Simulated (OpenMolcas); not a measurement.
**Ru5+: moving or changing the point charges**

Ru5+ among 5 point charges of -2 e arranged as a trigonal bipyramid (D3h), 2.15 Å from the ion, with the axial distance 2.064 Å.
```
   2.1500    0.0000    0.0000  -2.00
  -1.0750    1.8620    0.0000  -2.00
  -1.0750   -1.8620    0.0000  -2.00
   0.0000    0.0000    2.0640  -2.00
   0.0000    0.0000   -2.0640  -2.00
```

```json
{
  "Program": "OpenMolcas 26.06",
  "Method": "CASSCF",
  "Basis": "ANO-RCC-VDZP [6s5p3d1f]",
  "Scalar Hamiltonian": "DKH2, point nucleus",
  "Active space": "3 electrons in 5 orbitals (4d)",
  "State averaging": "2S+1 = 4 even, 10 roots; 2S+1 = 2 even, 40 roots",
  "Spin-orbit coupling": "state interaction with AMFI integrals over the reference wave functions"
}
```

Runs around this geometry, states (labels of D3, the rotations of D3h). Energies in cm-1 above the lowest state or level, χT in cm3 K/mol.

| R (Å) | q (e) | Axial / equatorial distance | Ground state | First state of that spin | First gap with spin-orbit (degeneracies) | χT at 300 K | First state of another spin |
| --- | --- | --- | --- | --- | --- | --- | --- |
| 2.15 | -2 | 0.88 | 4E | 4E 569.1 | 665.7 (2, 2) | 0.226 | 2E 16720 |
| 2.15 | -1.6 | 0.96 | 4E | 4E 1587 | 546.9 (2, 2) | 0.254 | 2E 17088 |
| 2.04 | -2 | 0.96 | 4E | 4E 2210 | 642.4 (2, 2) | 0.298 | 2E 17328 |
| 2.15 | -2 | 0.96 | 4E | 4E 1759 | 595.9 (2, 2) | 0.270 | 2E 17185 |
| 2.25 | -2 | 0.96 | 4E | 4E 1428 | 555.6 (2, 2) | 0.245 | 2E 17048 |

Taking the first state of the same spin as R^-n, n = -ln(1428 / 2210) / ln(2.25 / 2.04) = 4.5 between the shortest and longest distance.

Scaling the charges by -1.6 / -2 = 0.80 scales the first state of the same spin by 1587 / 1759 = 0.90; with fixed orbitals a first-order splitting would follow the charge.

An orbital doublet at a regular site is open to a Jahn-Teller distortion, which this geometry leaves out. Without dynamic correlation the repulsion within the d shell is too large (B by tens of per cent), so at a given field states of lower spin stand too high. Spin-orbit coupling mixes the spin-free states strongly: the lowest level takes only 67 % from its leading state, 4E (holds for R = 2.15, q = -2, ratio = 0.88). The ground term spreads over less than 5000 cm-1, several times less than with real ligands, so orbital moments are less quenched and χT lies further from the spin-only value than at real sites (holds for R = 2.15, q = -1.6, ratio = 0.96; R = 2.25, q = -2, ratio = 0.96). This is an electrostatic model: the charges have no orbitals. An unlabelled pair can be two single states that coincide in this model. No measured value stands beside these numbers.
